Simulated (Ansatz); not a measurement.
A geometry relaxed with PBE0-D3(BJ)/def2-SVP run with Ansatz (a program for electronic structure), charge 0, multiplicity 1:

```xyz
17

C     -3.0158    -0.3175     0.2428
C      3.0530     0.1987    -0.0882
H     -1.9733    -0.6919    -1.6451
Sn     0.0153    -0.0497     0.0297
Cl    -0.0082     1.4318     1.8746
H      1.7667     1.3518    -1.4324
H      1.8911    -0.3700    -1.8539
H     -2.9862     0.3918     1.0838
H     -2.8659    -1.3268     0.6552
H     -4.0273    -0.2797    -0.1926
H      3.9909     0.4000    -0.6303
H      3.1204    -0.8161     0.3325
H     -2.0945     1.0284    -1.2169
H      2.9951     0.9036     0.7550
C      1.8524     0.3378    -1.0107
C     -1.9626     0.0167    -0.8017
Cl     0.2489    -2.2088     0.9695
```

### Question
Write the SMILES of this molecule.

### Answer
`C[CH2][Sn]([Cl])([Cl])[CH2]C`
